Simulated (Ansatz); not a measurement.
F₂H₃Si₂ (`F[SiH](F)[SiH2]`) radical. Total charge 0; spin multiplicity 2. Geometry: relaxed with PBE0-D4/def2-TZVP.

```xyz
7

F    -1.509   -1.342    0.040
Si   -0.015   -0.878    0.343
F     0.933   -1.866   -0.470
Si    0.410    1.294   -0.362
H     0.226   -1.090    1.787
H    -0.246    2.333    0.473
H     0.201    1.549   -1.811
```

(1) What is the dipole moment at ωB97M-V/def2-TZVPP? (Estimate.)

(2) And with PBE, r2SCAN, B3LYP? (Estimate.)

(3) Give the Mulliken charges with ωB97M-V, r2SCAN, B3LYP in def2-TZVPP. (Estimate.)

Results:

(1) The calculation gave: 1.71 D, with components (0.56, 1.49, 0.63) D in this frame, pointing from negative to positive charge.

(2) The calculation gave: PBE 1.56 D, r2SCAN 1.61 D, B3LYP 1.71 D.

(3) Computed: 
```csv
atom,ωB97M-V,r2SCAN,B3LYP
F1,-0.30,-0.31,-0.31
Si2,0.68,0.75,0.74
F3,-0.30,-0.31,-0.31
Si4,-0.05,0.04,0.02
H5,-0.05,-0.09,-0.09
H6,0.01,-0.04,-0.03
H7,0.01,-0.04,-0.03
```

B3LYP here is the variant with VWN-RPA as its local correlation; programs differ in this.
